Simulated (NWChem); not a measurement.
Species: CH3BO anion, doublet; SMILES of the neutral closed-shell parent B.[C-]#[O+]

```xyz
6

B      0.0229    -1.3635    -0.0219
H     -0.3611    -1.8499    -1.0908
H      1.1322    -1.8376     0.2451
H     -0.7936    -1.5598     0.8927
O     -0.2293     1.2205     0.2370
C      0.2247     0.2255    -0.2620
```
Atoms are numbered in this order, from 1.

Level: B3LYP/def2-SVPD, spin-unrestricted (NWChem), optimised geometry, unscaled harmonic frequencies. This spin state was assumed; another may lie lower. The highest occupied level is positive, so the extra electron may be held by the finite basis.

| frequency (cm⁻¹) | IR intensity (km/mol) |
|---|---|
| 88 | 0.1 |
| 386 | 1.4 |
| 710 | 7.9 |
| 777 | 12.9 |
| 838 | 24.4 |
| 1079 | 20.0 |
| 1126 | 35.3 |
| 1131 | 4.5 |
| 1821 | 321.5 |
| 2291 | 270.0 |
| 2346 | 211.7 |
| 2351 | 278.1 |

* **zero-point energy**: 21.4 kcal/mol
* **thermal correction to the enthalpy at 298.15 K (with zero-point energy)**: 24.6 kcal/mol
* **heat capacity Cv**: 12.3 cal/(mol K)
* **entropy at 298.15 K and 1 atm (symmetry number 1, electronic part: spin degeneracy alone)**: 65.6 cal/(mol K)

Rigid rotor and harmonic oscillator; modes under 100 cm⁻¹ make the entropy uncertain.
